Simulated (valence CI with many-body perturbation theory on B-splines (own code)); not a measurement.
## Ba43+: key properties

Method: configuration interaction combined with many-body perturbation theory (CI+MBPT): three valence electrons over a frozen Dirac-Fock core [Ne], radial functions for each j: 11 s, 11 p, 10 d, 8 f, 5 g, 2 h, with the one-electron correlation potential Σ1, the two-electron term Σ2, the three-electron term Σ3, Breit, model QED; selected CI, second order for the rest, scaled by the run's own slope (own B-spline code, finite nucleus).

No measured spectrum was set against this ion. As an estimate, large intervals hold to a few tenths of a per cent, small ones and those within an open d or f shell to about a per cent.

Levels are named by their leading jj configuration (3d3/2^4 stands for four electrons in 3d with j = 3/2), which in mixed levels can hold well under half, so a name can repeat and another be missing.

Rates and lifetimes use the calculated energies. Strong lines usually hold to 10 to 20 %, long lifetimes can be off by a factor of two.

**Question.** What is the ground level?

**Answer.** (3s^2 3p1/2) J=1/2, composition 99 % 3s2.3p 2P°, g = 0.656.

**Question.** Name the longest-lived excited levels whose lifetime is computed, and their main decay.

**Answer.** (3s 3p3/2 3d5/2) J=9/2 at 453.5 eV lives 273 ns, mostly by M1 to (3s 3p1/2 3d5/2) J=7/2; (3s^2 3p3/2) J=3/2 at 97.9 eV lives 226 ns, mostly by M1 to (3s^2 3p1/2) J=1/2; (3s 3p1/2 3p3/2) J=3/2 at 186.5 eV lives 618 ps, mostly by E1 to (3s^2 3p3/2) J=3/2.

**Question.** Where does the other parity begin?

**Answer.** At (3s 3p1/2^2) J=1/2, 107.4 eV.

**Question.** How well does LS coupling describe the low levels?

**Answer.** Among the lowest 20 levels the leading LS term, summed over configurations, holds 68 % on average. For single configurations the figures are 64 % in LS and 90 % in jj coupling. Terms mix most in the J = 5/2 level at 369.2 eV, where the leading one holds 36 %.

**Question.** What is the ionisation energy?

**Answer.** 3364.1 eV; NIST lists 3363 ± 4 eV (theoretical).
